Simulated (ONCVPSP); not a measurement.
B (Z = 5), ONCV: configuration errors across variants

ONCVPSP 4.0.1 input, shortened (lines: element, Z, core and valence counts, functional; n l f; lmax; l rc ep ncon nbas qcut; lloc lpopt rc5 dvloc0; l nproj debl; icmod fcfact rcfact), PBEsol, scalar-relativistic:

```
  B 5.00    1    2  -116133      upf
    1    0    2.00
    2    0    2.00
    2    1    0.75
    2
    0    1.60    0.00    4    8    4.50
    1    2.50    0.00    4    7    4.80
    2    2.50    0.06    5    9    4.40
    4    5    1.15    1.00
    0    2    1.80
    1    2    0.50
    2    1    0.90
    3    2.75    1.20
```

All-electron excitation energies from the reference (eV): (1) 2s2 2p1 -1.149; (2) 2s2 2p0 6.990; (3) 2s1 2p0 32.252; (4) 2s1 2p2 4.670.

Errors AE − PS in meV (a dash: test not solved or not reliable):

```tsv
change	(1)	(2)	(3)	(4)	bound ghosts	GHOST(+) flags above zero
base	+1.2	+33	+124	-1.1	none	none
core correction Teter function, fcfact 2.75, rcfact 0.98	+1.2	+33	+133	-1.2	none	none
core correction Teter function, fcfact 2.75, rcfact 1.08	+1.2	+33	+130	-1.1	none	none
core correction Teter function, fcfact 2.75, rcfact 1.32	+1.2	+32	+116	-1.1	none	none
core correction Teter function, fcfact 2.75, rcfact 1.46	+1.2	+31	+105	-1.1	none	none
core correction Teter function, fcfact 2.75, rcfact 1.54	+1.2	+30	+98	-1.2	none	none
core correction Teter function, fcfact 2.75, rcfact 1.7	+1.1	+29	+82	-1.3	none	none
core correction Teter function, fcfact 2.75, rcfact 1.8	+1.1	+28	+70	-1.3	none	none
core correction Teter function, fcfact 2.75, rcfact 1.94	+1.1	+26	+49	-1.4	none	none
core correction Teter function, fcfact 2.75, rcfact 2.04	+1.1	+25	+30	-1.5	none	none
```

(1) Give the same row for: core correction Teter function, fcfact 2.75, rcfact 1.24.

Answers

(1) +1.2, +32, +122, -1.1; bound ghosts: none; GHOST(+) flags above zero: none.
